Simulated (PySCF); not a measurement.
Molecule: SMILES C(C#N)B(Cl)Cl, C₂H₂BCl₂N.

Mapped SMILES: `[N:1]#[C:2][CH2:3][B:4]([Cl:5])[Cl:6]`. Hydrogens are named by the atom that carries them.

Geometry PBE0-D3(BJ)/def2-SVP throughout; GIAO in PySCF 2.14.0 with density-fitted response routines, gas phase, one conformer, non-relativistic; equivalent atoms averaged; basis pcSseg-2.

For orientation, HF gives these shifts δ (against NH3, TMS, BF3·OEt2, HCl at the same level): N1 308.3, C2 126.9, C3 14.2, B4 62.0, Cl5/Cl6 188.1, H(C3) 2.28 ppm.

A run gave: N1 299.2, C2 117.6, C3 19.4, B4 65.1, Cl5/Cl6 312.3, H(C3) 2.57 ppm (shifts δ (against NH3, TMS, BF3·OEt2, HCl at the same level)).

Which functional was used in that run?
A. KT3
B. OPBE
C. BP86
D. B97-D
E. BLYP

Results:

E. Cl5/Cl6 tells them apart best: BLYP gives 312.3, B97-D gives 284.6, BP86 gives 317.9, OPBE gives 300.3, KT3 gives 279.8 ppm.
